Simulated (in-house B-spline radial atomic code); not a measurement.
Radial electron density of Cs IX (Cs8+), [Kr] 4d10 5s1. All numbers are computed (scalar-relativistic (X2C) r2SCAN0, spin-polarised, spherical fractional occupations, exact exchange averaged over the configuration; Fermi nucleus of rms radius 4.8041 fm) with a B-spline radial code for spherical atoms, not measured.

One-electron X2C: radii and densities carry no picture-change correction, so inner-shell <1/r> comes out high (for 1s by about 2 % at Z = 33, 5 % at 54, 10 % at 75, 30 % at 118) and <r> low.

Columns: r (bohr), 4πr²n(r) (electrons per bohr), bar.

```
0.000823    2.471 #
 0.00101    3.398 ##
 0.00124    4.656 ##
 0.00152    6.335 ###
 0.00186    8.543 ####
 0.00228    11.46 #####
  0.0028    15.28 #######
 0.00343    20.05 ##########
 0.00421    26.01 ############
 0.00516    33.08 ################
 0.00633     41.2 ####################
 0.00776    49.91 ########################
 0.00952    58.55 ############################
  0.0117    66.08 ################################
  0.0143    71.05 ##################################
  0.0176    72.69 ###################################
  0.0215    70.68 ##################################
  0.0264    66.27 ################################
  0.0324    62.54 ##############################
  0.0397    63.29 ##############################
  0.0487    70.72 ##################################
  0.0597    82.67 #######################################
  0.0732     92.2 ############################################
  0.0898    91.77 ############################################
    0.11    80.92 #######################################
   0.135    69.15 #################################
   0.166    68.25 #################################
   0.203    76.52 #####################################
   0.249    78.01 #####################################
   0.306    61.41 #############################
   0.375    37.96 ##################
    0.46    26.47 #############
   0.564    29.03 ##############
   0.691       31 ###############
   0.848    24.02 ###########
    1.04    13.34 ######
    1.27     5.83 ###
    1.56    2.177 #
    1.92   0.7286 
    2.35   0.1879 
    2.88  0.02812 
    3.54 0.001943 
    4.34 5.604e-05 
    5.32 5.446e-07
```

On this grid the curve has 4 maxima, near 0.0176, 0.0732, 0.249, 0.691 bohr.

The 4d up radial function P(r) = rR(r), positive near the nucleus:

| r (bohr) | P |
| --- | --- |
| 0.00776 | 0.001228 |
| 0.0117 | 0.00373 |
| 0.0176 | 0.01097 |
| 0.0264 | 0.03064 |
| 0.0397 | 0.08053 |
| 0.0597 | 0.1907 |
| 0.0898 | 0.3859 |
| 0.135 | 0.6132 |
| 0.203 | 0.6455 |
| 0.306 | 0.1692 |
| 0.46 | -0.7065 |
| 0.691 | -1.224 |
| 1.04 | -0.909 |
| 1.56 | -0.3237 |
| 2.35 | -0.04408 |
| 3.54 | -0.001532 |
